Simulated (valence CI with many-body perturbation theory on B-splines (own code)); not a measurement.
# E1 line list for Kr V

Method: valence CI with perturbative core correlation (CI+MBPT): four valence electrons over a frozen Dirac-Fock core [Ar] 3d10, a basis of 11 s, 11 p, 10 d, 8 f, 5 g, 2 h functions for each j, with the one-electron correlation potential Σ1, the two-electron term Σ2, the three-electron term Σ3, Breit, model QED; selected CI, second order for the rest, scaled by the run's own slope (own B-spline code, finite nucleus).

Set against measurement, 34 paired levels are off by 137 cm⁻¹ on average, the worst by 790. These come from a selection out of Saloman, J. Phys. Chem. Ref. Data 36, 215 (2007). Levels without a partner in it may be off by more. Among the levels kept, up to 1200 cm⁻¹ of a level comes from second order outside the variational space, and about a tenth of that is noise between levels of different J, which matters for small intervals. 7 measured levels below the end of the list, from 289998 cm⁻¹ on, found no clear computed partner, and computed levels of the same name lie up to 46756 cm⁻¹ from them.

Lines 51 to 100 of 551 in falling wavelength, among levels below 409020 cm⁻¹, chosen from the strongest by gf and those to the six lowest levels. Wavelengths and rates use the calculated energies, so an error of 100 cm⁻¹ moves a line at 2667 Å by 0.27 % and its rate by three times that or more. Electric multipoles are in the length gauge, E1 and E2 with the static RPA response of the core. Weak lines are less certain than strong ones. Lines between different terms over intervals too small for the method are left out, as are lines whose strength nearly cancels. Where a level lies close to another of its J and parity, the split of strength between their lines is uncertain. The highest levels of a list are the least certain.

Names give the largest LS component (configuration and term), which can be under half, so a name can repeat, a term be missing and a line seem to break the LS rules; names also repeat where a configuration has a term twice. Letters in brackets count levels of one name in rising energy.

```csv
λ vac (Å),λ from measured levels,Upper,Lower,A (s⁻¹),S (a.u.) with core polarisation,S without
3311,,4s2 4p 6d 3F°_2,4s 4p2 5s 3D_2 [a],4.52e+07,4.05e+00,4.06e+00
3271,,4s2 4p 6p 3S_1,4s2 4p 5d 3P°_1,1.28e+08,6.65e+00,6.63e+00
3219,,4s2 4p 6p 3P_2,4s2 4p 5d 3P°_2,7.64e+07,6.29e+00,6.28e+00
3218,,4s2 4p 6p 3S_1,4s2 4p 5d 3P°_2,7.12e+07,3.51e+00,3.50e+00
3189,,4s2 4p 6p 1D_2,4s2 4p 5d 1F°_3,1.96e+08,1.57e+01,1.57e+01
3183,,4s2 4p 6p 1S_0,4s2 4p 5d 1P°_1,3.92e+08,6.24e+00,6.22e+00
3181,,4s2 4p 6p 1P_1 [a],4s2 4p 5d 3D°_2,2.80e+08,1.33e+01,1.33e+01
3180,,4s2 4p 5g 3G°_5,4s 4p2 4d 3F_4 [c],3.29e+07,5.75e+00,5.74e+00
3176,,4s2 4p 6p 3P_0,4s2 4p 5d 3D°_1,3.94e+08,6.24e+00,6.22e+00
3147,,4s2 4p 6p 1P_1 [b],4s2 4p 5d 1D°_2,1.64e+08,7.58e+00,7.57e+00
3108,,4s 4p2 4d 1P_1 [b],4s2 4p 5d 3P°_2,6.31e+07,2.80e+00,2.79e+00
3101,,4s2 4p 6d 3F°_2,4s2 4p 6p 3D_1,4.30e+08,3.17e+01,3.18e+01
3060,,4s2 4p 6p 3P_2,4s2 4p 5d 3D°_3,2.03e+08,1.43e+01,1.43e+01
2993,,4s2 4p 6p 3D_3,4s2 4p 5d 3D°_3,7.96e+07,7.37e+00,7.35e+00
2975,,4s2 4p 5g 3F°_4,4s 4p2 4d 3F_3 [c],6.53e+07,7.64e+00,7.63e+00
2970,,4s2 4p 6p 3P_2,4s2 4p 5d 1D°_2,5.40e+07,3.49e+00,3.48e+00
2958,,4s2 4p 6p 3D_3,4s2 4p 5d 3F°_4,3.18e+08,2.85e+01,2.84e+01
2952,,4s 4p2 5s 3D_2 [b],4s2 4p 5d 3F°_3,1.60e+08,1.01e+01,1.01e+01
2937,,4s 4p2 5s 3D_1,4s2 4p 5d 3D°_2,7.97e+07,2.99e+00,2.99e+00
2884,,4s 4p2 5p 5P°_3,4s 4p2 5s 3P_2,3.18e+07,2.63e+00,2.66e+00
2859,,4s2 4p 5g 3G°_3,4s 4p2 4d 3F_2 [c],1.03e+08,8.35e+00,8.35e+00
2785,,4s 4p2 5s 3D_1,4s2 4p 5d 3F°_2,1.18e+08,3.79e+00,3.78e+00
2716,,4s2 4p 5f 1F_3,4s2 4p 5d 1F°_3,3.45e+07,2.39e+00,2.39e+00
2688,,4s 4p2 5p 3D°_1,4s 4p2 5s 3P_1,8.39e+07,2.41e+00,2.44e+00
2667,2653,4s2 4p 5p 3P_1,4s2 4p 5s 1P°_1,8.63e+07,2.43e+00,2.44e+00
2595,,4s 4p2 5p 5S°_2,4s 4p2 5s 3P_1,7.98e+07,3.44e+00,3.47e+00
2551,,4s2 4p 5g 3F°_4,4s 4p2 4d 3D_3 [d],3.26e+07,2.40e+00,2.40e+00
2535,,4s 4p2 5p 3D°_3,4s 4p2 5s 3P_2,2.34e+08,1.32e+01,1.33e+01
2535,,4s 4p2 5p 5D°_3,4s 4p2 5s 5P_3,4.60e+07,2.59e+00,2.62e+00
2530,,4s 4p2 5p 3D°_1,4s 4p2 5s 3P_0,1.11e+08,2.66e+00,2.69e+00
2529,,4s 4p2 5p 5D°_1,4s 4p2 5s 5P_2,9.32e+07,2.23e+00,2.26e+00
2517,,4s 4p2 5p 3D°_2,4s 4p2 5s 3P_1,1.40e+08,5.51e+00,5.57e+00
2468,,4s 4p2 5p 5D°_2,4s 4p2 5s 5P_2,1.33e+08,4.94e+00,5.01e+00
2444,2427,4s2 4p 5p 3D_1 [a],4s2 4p 4d 1P°_1,1.78e+08,3.86e+00,3.87e+00
2440,,4s 4p2 5p 5D°_0,4s 4p2 5s 5P_1,3.68e+08,2.64e+00,2.68e+00
2434,,4s 4p2 5p 3S°_1,4s 4p2 5s 5P_1,2.21e+08,4.73e+00,4.79e+00
2358,,4s 4p2 5p 3P°_1,4s 4p2 5s 3P_2,2.04e+08,3.97e+00,4.01e+00
2354,,4s2 4p 5f 1F_3,4s2 4p 5d 1D°_2,1.43e+08,6.46e+00,6.46e+00
2353,2339,4s2 4p 5p 3D_2,4s2 4p 5s 3P°_1,2.00e+08,6.43e+00,6.50e+00
2351,,4s2 4p 5f 1G_4,4s2 4p 5d 1F°_3,1.05e+08,6.03e+00,6.04e+00
2344,,4s 4p2 5p 5D°_1,4s 4p2 5s 5P_1,1.15e+08,2.20e+00,2.23e+00
2329,,4s 4p2 5p 5D°_4,4s 4p2 5s 5P_3,4.02e+08,2.26e+01,2.29e+01
2325,,4s2 4p 5p 3D_3,4s2 4p 5s 3P°_2,2.17e+08,9.41e+00,9.50e+00
2319,,4s 4p2 4d 5F_3,4s2 4p 5s 3P°_2,1.95e+08,8.41e+00,8.48e+00
2315,,4s 4p2 5p 3P°_2,4s 4p2 5s 3P_2,3.59e+08,1.10e+01,1.11e+01
2308,,4s 4p2 5p 5D°_3,4s 4p2 5s 5P_2,3.69e+08,1.57e+01,1.59e+01
2292,,4s 4p2 5p 5D°_2,4s 4p2 5s 5P_1,2.68e+08,7.97e+00,8.08e+00
2261,2255,4s2 4p 5p 3P_2,4s2 4p 5s 3P°_2,3.86e+08,1.10e+01,1.11e+01
2248,,4s2 4p 5p 3D_1 [b],4s2 4p 5s 3P°_0,3.06e+08,5.14e+00,5.19e+00
2232,,4s 4p2 5p 3P°_0,4s 4p2 5s 3P_1,3.97e+08,2.18e+00,2.21e+00
```
